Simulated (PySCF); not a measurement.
CaF2, charge -1, doublet, geometry from GFN2-xTB (such geometries of metal compounds can be far from the true shape) (a state made from the parent by changing its charge; the spin is typed, not shown lowest) (in this run its highest filled SCF level lies above zero, so its values depend strongly on the basis, on diffuse functions most of all), with bond 3-1 at 3.0 times its length; PBE0/6-31G* (PySCF).

The PySCF input:
```python
from pyscf import gto, scf, dft

mol = gto.M(
    atom='''
Ca    0.00000000    0.00000000    0.00000000
F     0.00000000    0.00000000    1.88609121
F     0.00000000    0.00000000   -5.65827363
''',
    basis='6-31g*',
    charge=-1,
    spin=1,
    verbose=4,
)

mf = dft.UKS(mol)
mf.xc = 'pbe0'
mf.kernel()
mo_i, mo_e, stable_i, stable_e = mf.stability(internal=True, external=False, return_status=True, nroots=6, tol=1e-6)
print('internally stable:', stable_i, ' externally stable:', stable_e)
if not stable_i:
    umf = mf.copy()
    umf.scf_summary = {}
    umf.kernel(umf.make_rdm1(mo_i, mf.mo_occ))
```

### Question
Write the output that PySCF gives for this input, abridged.

### Answer

```
PySCF version 2.14.0

[INPUT] verbose = 4
[INPUT] num. atoms = 3
[INPUT] num. electrons = 39
[INPUT] charge = -1
[INPUT] spin (= nelec alpha-beta = 2S) = 1
[INPUT] symmetry False subgroup None
[INPUT] Mole.unit = angstrom
[INPUT] Symbol           X                Y                Z      unit          X                Y                Z       unit  Magmom
[INPUT]  1 Ca     0.000000000000   0.000000000000   0.000000000000 AA    0.000000000000   0.000000000000   0.000000000000 Bohr   0.0
[INPUT]  2 F      0.000000000000   0.000000000000   1.886091210000 AA    0.000000000000   0.000000000000   3.564195832850 Bohr   0.0
[INPUT]  3 F      0.000000000000   0.000000000000  -5.658273630000 AA    0.000000000000   0.000000000000 -10.692587498549 Bohr   0.0

nuclear repulsion = 73.0178733731175
number of shells = 22
number of NR pGTOs = 129
number of NR cGTOs = 50
basis = 6-31g*
ecp = {}

******** <class 'pyscf.dft.uks.UKS'> ********
method = UKS
initial guess = minao
damping factor = 0
level_shift factor = 0
DIIS = <class 'pyscf.scf.diis.CDIIS'>
diis_start_cycle = 1
diis_space = 8
diis_damp = 0
SCF conv_tol = 1e-09
SCF conv_tol_grad = None
SCF max_cycles = 50
direct_scf = True
direct_scf_tol = 1e-13
number electrons alpha = 20  beta = 19
XC library pyscf.dft.libxc version 7.1.2
    S. Lehtola, C. Steigemann, M. J. T. Oliveira, and M. A. L. Marques,  SoftwareX 7, 1–5 (2018)
XC functionals = pbe0
    C. Adamo and V. Barone,  J. Chem. Phys. 110, 6158 (1999)
    M. Ernzerhof and G. E. Scuseria,  J. Chem. Phys. 110, 5029 (1999)
radial grids:
    Treutler-Ahlrichs [JCP 102, 346 (1995); DOI:10.1063/1.469408] (M4) radial grids

becke partition: Becke, JCP 88, 2547 (1988); DOI:10.1063/1.454033
pruning grids: <function nwchem_prune>
grids dens level: 3
symmetrized grids: False
atomic radii adjust function: <function treutler_atomic_radii_adjust>
small_rho_cutoff = 0
Set gradient conv threshold to 3.16228e-05
tot grids = 48952
init E= -876.53461392887

cycle= 1 E= -876.546880096694  delta_E= -0.0123  |g|= 0.863  |ddm|= 0.958
cycle= 2 E= -864.336026175336  delta_E= 12.2  |g|= 1.97  |ddm|=    3
cycle= 3 E= -876.29999750877  delta_E=  -12  |g|=  1.2  |ddm|= 2.99
cycle= 4 E= -876.358918045762  delta_E= -0.0589  |g|= 1.13  |ddm|= 0.0912
cycle= 5 E= -876.356415346472  delta_E= 0.0025  |g|= 1.13  |ddm|= 0.0298
cycle= 6 E= -876.805864884181  delta_E= -0.449  |g|= 0.117  |ddm|= 0.986
cycle= 7 E= -876.732543060163  delta_E= 0.0733  |g|= 0.38  |ddm|= 0.758
cycle= 8 E= -876.782990466432  delta_E= -0.0504  |g|= 0.256  |ddm|= 0.225
cycle= 9 E= -876.814165952122  delta_E= -0.0312  |g|= 0.13  |ddm|= 0.207
cycle= 10 E= -876.823234297764  delta_E= -0.00907  |g|= 0.0436  |ddm|= 0.146
cycle= 11 E= -876.823651642311  delta_E= -0.000417  |g|= 0.0308  |ddm|= 0.0276
cycle= 12 E= -876.824172832054  delta_E= -0.000521  |g|= 0.00582  |ddm|= 0.0359
cycle= 13 E= -876.824184989608  delta_E= -1.22e-05  |g|= 0.00349  |ddm|= 0.00436
cycle= 14 E= -876.824191955942  delta_E= -6.97e-06  |g|= 0.000397  |ddm|= 0.00449
cycle= 15 E= -876.824191973759  delta_E= -1.78e-08  |g|= 0.000356  |ddm|= 0.000328
cycle= 16 E= -876.824192042027  delta_E= -6.83e-08  |g|= 5.3e-05  |ddm|= 0.000399
cycle= 17 E= -876.824192043753  delta_E= -1.73e-09  |g|= 4.52e-06  |ddm|= 8.61e-05
cycle= 18 E= -876.824192043766  delta_E= -1.34e-11  |g|= 2.94e-07  |ddm|= 9.77e-06
Extra cycle  E= -876.824192043766  delta_E= -2.27e-13  |g|= 8.17e-07  |ddm|= 1.21e-06
converged SCF energy = -876.824192043766  <S^2> = 0.75749987  2S+1 = 2.0074859
uhf_internal: lowest eigs of H = [0.01117018 0.01117024 0.07033193 0.07033193 0.1611798  0.17581979]
<class 'pyscf.dft.uks.UKS'> wavefunction is stable in the internal stability analysis
internally stable: True  externally stable: None
```
